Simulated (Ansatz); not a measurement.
`Cl[SiH2][S][GeH3]` + H₂ → `[SiH3]Cl` + `[SH][GeH3]`  (hydrogenolysis of the Si–S bond)

Isolated molecules relaxed with PBE0-D4/def2-TZVP in Ansatz; ΔE leaves out vibrations. CBS: MP2 limit from def2 TZ/QZ plus the TZ coupled-cluster correction, frozen cores. This one scheme is used for every species. Functionals use def2-TZVPP. B3LYP here is the variant with VWN-RPA as its local correlation; programs differ in this. HSE06 is defined as in plane-wave codes. For Ge outer-core shells are correlated without core-valence functions, which leaves a few kJ/mol of doubt a bond. Scalar relativity is left out up to krypton. Each species was taken in one conformer, which may not be the lowest.

`Cl[SiH2][S][GeH3]`:

```xyz
9

Cl    1.646   -2.102   -2.213
Si    1.080   -0.836   -0.707
S    -0.706    0.138   -1.303
Ge   -1.189    0.940    0.725
H     2.180    0.130   -0.488
H     0.860   -1.636    0.523
H    -2.016    2.207    0.494
H    -1.982   -0.108    1.517
H     0.126    1.267    1.452
```

H₂:

Cartesian coordinates in Å:
```
H -0.266 0.156 0.210
H 0.266 -0.156 -0.210
```

`[SiH3]Cl`:

Cartesian coordinates in Å:
```
Si -0.062 -0.018 0.111
Cl 0.929 0.277 -1.663
H 0.418 -1.284 0.713
H -1.514 -0.098 -0.169
H 0.229 1.123 1.008
```

`[SH][GeH3]`:

Z-matrix (Å, degrees):
```
Ge
S 1 2.224
H 1 1.536 2 110.4
H 1 1.533 2 104.8 3 119.2
H 1 1.536 2 110.4 3 -121.7
H 2 1.343 1 94.6 3 60.6
```

```
             level  ΔE (kJ/mol)  difference from CCSD(T)/CBS
       LDA (SPW92)         48.0                         -1.0
            PBE-D4         51.5                          2.5
           BLYP-D4         46.9                         -2.1
         r2SCAN-D4         50.8                          1.8
            B97M-V         44.8                         -4.2
           PBE0-D4         48.5                         -0.5
          B3LYP-D4         43.9                         -5.1
        r2SCANh-D4         49.8                          0.8
        r2SCAN0-D4         48.3                         -0.7
          HSE06-D4         48.5                         -0.5
          BHLYP-D4         41.5                         -7.5
      CAM-B3LYP-D4         36.7                        -12.3
           ωB97X-V         41.6                         -7.4
           ωB97M-V         45.1                         -3.9
            B2PLYP         37.3                        -11.7
          PBE-QIDH         46.4                         -2.6
               PBE         41.8                         -7.2
              BLYP         27.3                        -21.7
            r2SCAN         48.3                         -0.7
              PBE0         39.9                         -9.1
           r2SCANh         47.1                         -1.9
           r2SCAN0         45.2                         -3.8
             HSE06         40.1                         -8.9
             BHLYP         26.0                        -23.0
         CAM-B3LYP         27.4                        -21.6
           LC-ωPBE         37.3                        -11.7
RPA@PBE/def2-TZVPP         35.8                        -13.2
      MP2/def2-SVP         36.3                        -12.7
     CCSD/def2-SVP         21.6                        -27.4
  CCSD(T)/def2-SVP         25.9                        -23.1
     HF/def2-TZVPP         14.3                        -34.7
    MP2/def2-TZVPP         54.1                          5.1
SCS-MP2/def2-TZVPP         43.4                         -5.6
   CCSD/def2-TZVPP         35.3                        -13.7
CCSD(T)/def2-TZVPP         42.0                         -7.0
     HF/def2-QZVPP         13.9                        -35.1
    MP2/def2-QZVPP         57.9                          8.9
SCS-MP2/def2-QZVPP         47.0                         -2.0
      HF/CBS(def2)         13.8                        -35.2
    CCSD/CBS(def2)         42.3                         -6.7
       CCSD(T)/CBS         49.0                            0
```

Largest T1 diagnostic among the species: 0.011.

The D4 term adds +15.9 kJ/mol with B3LYP and +8.7 kJ/mol with PBE0; it sums over pairs of atoms, weighted by their polarisabilities, and B3LYP, whose exchange is more repulsive, gets the larger term. From r2SCAN to r2SCAN0 (25 % exact exchange), in def2-TZVPP and without D4, ΔE moves by −3.1 kJ/mol. In def2-TZVPP, CCSD(T) changes the Hartree–Fock value by +27.7 kJ/mol (the triples alone add +6.7 kJ/mol) and MP2 by +39.8 kJ/mol.
